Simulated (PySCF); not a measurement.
C₃H₉FSi₂, SMILES F/C=C(/[SiH3])C[SiH3].

The structure is a stationary point at PBE-D3(BJ)/def2-SVP. The structure was generated by enumeration; whether it is a known compound was not checked. One conformer was computed; it need not be the lowest.

Calculation: PBE-D3(BJ)/def2-SVP (PySCF 2.14.0).

Frequencies are harmonic and unscaled.

```tsv
mode	ν (cm⁻¹)	IR (km/mol)	moving atoms (share of kinetic energy)
1	51	0.1	Si 39 %, F 24 %, H 23 %, C 13 %
2	114	0.1	H 78 %, Si 18 %
3	122	0.1	Si 39 %, H 34 %, C 14 %, F 13 %
4	128	0.0	H 91 %
5	195	2.8	C 43 %, H 24 %, F 19 %, Si 14 %
6	235	0.5	C 51 %, H 29 %, F 15 %
7	248	2.0	H 37 %, C 36 %, F 21 %
8	427	13.2	Si 45 %, F 30 %, C 16 %, H 10 %
9	462	8.3	C 46 %, H 39 %, Si 9 %
10	487	4.9	H 89 %
11	560	6.9	H 62 %, Si 19 %, C 17 %
12	636	38.7	H 79 %, Si 13 %
13	645	54.8	H 68 %, C 19 %, Si 13 %
14	733	6.5	C 52 %, H 34 %, Si 14 %
15	748	16.8	C 47 %, H 42 %
16	827	6.2	H 68 %, C 31 %
17	852	61.0	H 48 %, C 47 %
18	876	253.1	H 89 %, Si 9 %
19	895	39.2	H 95 %
20	898	116.3	H 90 %
21	910	44.8	H 97 %
22	914	28.1	H 96 %
23	924	60.7	H 97 %
24	1026	3.4	C 50 %, H 40 %
25	1125	25.9	H 64 %, C 31 %
26	1134	101.0	C 52 %, F 25 %, H 23 %
27	1163	5.4	H 58 %, C 39 %
28	1307	1.5	H 80 %, C 19 %
29	1380	7.5	H 87 %, C 13 %
30	1647	117.5	C 94 %
31	2155	116.0	H 98 %
32	2156	48.9	H 97 %
33	2159	72.7	H 97 %
34	2171	133.0	H 96 %
35	2174	58.6	H 96 %
36	2180	100.9	H 96 %
37	2979	7.0	H 95 %
38	3041	1.1	H 90 %, C 10 %
39	3122	3.2	H 91 %, C 9 %
```
